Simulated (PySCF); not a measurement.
## As4S3: core ionisation energies

AsAs3SSS nortricyclane, As₄S₃.
Z-matrix (Å and degrees, PBE0-D3(BJ)/def2-SVP geometry), rows numbered from 1:
```
As
S   1  2.2396
As  2  2.2211  1  105.24
As  3  2.4802  2  101.89  1    30.53
S   4  2.2166  3  101.83  2     0.35
As  4  2.4755  3   60.06  2   -96.86
S   6  2.2166  3  101.93  4   -96.96
```

Method used: delta-SCF UKS SCAN, pcX-2 on the ionised atom, pcseg-1 elsewhere, spin-free X2C in PySCF. Binding energies are ΔSCF values: E(core-ionised, relaxed orbitals) − E(ground state) at a fixed geometry, referred to the vacuum level.

Q: List the computed XPS lines with their assignment.

A: 
```json
{"atom(s)": "S2/S5/S7", "bonded to": "2 As", "level": "S 1s", "binding energy (eV)": "2476.75", "count": "3"}
```

Q: Which photon wavelength matches the S 1s of S2/S5/S7 threshold?

A: λ = hc/E = 12398.42 eV Å / 2476.75 eV = 5.006 Å.

Atoms equivalent by their bonding share one computed value, that of the first of them. Not every level is listed. No level of arsenic is listed. Isolated species at its PBE0-D3(BJ)/def2-SVP geometry (one conformer only).

The run took 18 s wall on an Arm Neoverse V1 with one thread, shared host with 32 logical CPUs at a one-minute load of 15, and the process peaked at 0.51 GiB of memory.
